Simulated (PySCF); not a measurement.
## Assigning NMR signals

Bonds (- single, = double, # triple, : aromatic): C1-Si2 1.884 Å, Si2-O3 1.651 Å, O3-Si4 1.633 Å, Si4-C5 1.931 Å, C5=O6 1.198 Å, C5-O7 1.357 Å, O7-Si2 1.649 Å. C1 carries H8, H9, H10; Si2 carries H11; Si4 carries H12, H13. Stereochemistry as in C[Si@@H]1O[SiH2]C(=O)O1. H13 is cis to C1 on the ring; H12 is trans to C1 on the ring.

Theoretical values (PySCF 2.14.0 with density-fitted response routines): GFN2-xTB structure, PBE0/pcSseg-1 with gauge-including orbitals. Fast rotation and ring inversion assumed for equivalent nuclei, in vacuum, one conformer, non-relativistic.

Scale: ¹³C (σref 186.93), ¹H (σref 31.72) against TMS (reference shieldings calculated alike).

(1) Assign these signals to the numbered atoms. ¹³C{¹H} NMR (computed): δ 184.7 (C), 2.0 (CH3).

(2) Assign these signals to the numbered atoms. ¹H NMR (400 MHz, computed): δ 5.39 (m, 1H), 4.85 (m, 1H), 4.83 (m, 1H), 0.48 (d, 3H).

Results:

(1) 
```tsv
δ (ppm)	atoms	environment	reason
184.7	C5	carbonyl carbon	–
2.0	C1	methyl carbon bonded to Si	an electropositive neighbour leaves it electron-rich and shielded
```

(2) 
5.39 → H11, hydrogen on a silicon bonded to C, 2 O, in a 5-membered ring
4.85 → H12, hydrogen on a silicon bonded to C, O, in a 5-membered ring
4.83 → H13, hydrogen on a silicon bonded to C, O, in a 5-membered ring
0.48 → H8/H9/H10, hydrogen on a methyl carbon bonded to Si: an electropositive neighbour shields it, as in TMS itself

H12 and H13 lie closer than the usual error of such a calculation, so a measured spectrum could show them in the other order.

Shifts are as computed. Against solution values, carbons near 30 ppm lie about +3 ppm off and those near 130 ppm about +5 ppm. Of 1309 compounds with measured shifts, 239 miss one by over three times the rms of a fit or turn the order of signals round; such compounds aren't used in these exercises. No couplings were computed; multiplicities are counted from neighbouring protons, with m where these are inequivalent, close in shift, in a saturated or five-membered ring or joined by F or P, and br s for small geminal =CH2 splittings.
